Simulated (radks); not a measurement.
Values are calculated unless marked as measured or tabulated.
All-electron atom: Re+ in [Xe] 4f14 5d4 6s1 7s1 (not the ground configuration). Code: a radial shooting solver on a logarithmic mesh with Libxc functionals. Model: scalar-relativistic Kohn-Sham, PBE, spin-polarised, spherical densities, finite nucleus; open shells are filled with parallel spins first (spin-orbit coupling, left out, can overturn this in heavy ions); Fermi nuclear charge, rms radius 5.3698 fm.

Local quantities along the radius. ELF = 1/(1 + alpha^2) is the electron localisation function; alpha = (tau - tau_W)/tau_unif compares the Pauli kinetic energy density with that of the uniform gas (summed over spins); 4 pi r^2 rho is in e/bohr; r v_xc is r times the local exchange-correlation potential of spin up (hartree bohr); -r V(r) is the screened charge that the Kohn-Sham potential of spin up presents (atomic units). tau is taken from the large components.

| r (bohr) | ELF | alpha | 4 pi r^2 rho | r v_xc | -r V(r) |
|---|---|---|---|---|---|
| 0.0007831 | 1.000 | 0.02240 | 5.606 | -0.1247 | 74.69 |
| 0.001087 | 0.999 | 0.02359 | 9.280 | -0.1401 | 74.54 |
| 0.001509 | 0.999 | 0.02579 | 15.08 | -0.1634 | 74.34 |
| 0.002095 | 0.999 | 0.02957 | 23.90 | -0.1959 | 74.06 |
| 0.002885 | 0.999 | 0.03587 | 36.23 | -0.2371 | 73.68 |
| 0.004005 | 0.998 | 0.04733 | 52.96 | -0.2887 | 73.15 |
| 0.005559 | 0.995 | 0.06932 | 72.53 | -0.3480 | 72.43 |
| 0.007656 | 0.987 | 0.1144 | 90.61 | -0.4087 | 71.50 |
| 0.01063 | 0.952 | 0.2241 | 101.8 | -0.4655 | 70.22 |
| 0.01475 | 0.794 | 0.5089 | 100.8 | -0.5073 | 68.56 |
| 0.02048 | 0.448 | 1.110 | 92.61 | -0.5327 | 66.40 |
| 0.0282 | 0.340 | 1.392 | 94.81 | -0.5755 | 63.74 |
| 0.03915 | 0.578 | 0.8545 | 118.5 | -0.7254 | 60.39 |
| 0.05435 | 0.743 | 0.5886 | 138.6 | -0.8680 | 56.27 |
| 0.07545 | 0.550 | 0.9047 | 122.3 | -0.9028 | 51.33 |
| 0.1039 | 0.350 | 1.361 | 107.0 | -0.9231 | 45.76 |
| 0.1442 | 0.650 | 0.7342 | 125.7 | -1.162 | 39.53 |
| 0.2002 | 0.643 | 0.7448 | 105.0 | -1.210 | 32.83 |
| 0.278 | 0.267 | 1.657 | 66.26 | -1.073 | 25.93 |
| 0.3828 | 0.636 | 0.7564 | 77.71 | -1.385 | 19.53 |
| 0.5314 | 0.656 | 0.7242 | 61.50 | -1.425 | 13.68 |
| 0.7377 | 0.354 | 1.350 | 28.70 | -1.198 | 9.271 |
| 1.016 | 0.501 | 0.9983 | 17.06 | -1.209 | 6.377 |
| 1.41 | 0.586 | 0.8408 | 9.211 | -1.178 | 4.396 |
| 1.958 | 0.441 | 1.126 | 3.608 | -1.035 | 3.203 |
| 2.718 | 0.386 | 1.262 | 1.208 | -0.8168 | 2.469 |
| 3.742 | 0.031 | 5.606 | 0.2987 | -0.6156 | 2.000 |
| 5.195 | 0.343 | 1.385 | 0.2415 | -0.6688 | 1.843 |
| 7.212 | 0.997 | 0.05081 | 0.1749 | -0.6255 | 1.665 |
| 10.01 | 1.000 | 0.004582 | 0.02836 | -0.4772 | 1.480 |
| 13.79 | 1.000 | 0.0006504 | 0.0009231 | -0.2209 | 1.221 |

On this mesh the ELF has minima near r = 0.028, 0.10, 0.28, 0.74, 4.4 bohr, which separate the shells, and maxima near 0.054 (0.74), 0.17 (0.72), 0.45 (0.71), 1.2 (0.60).
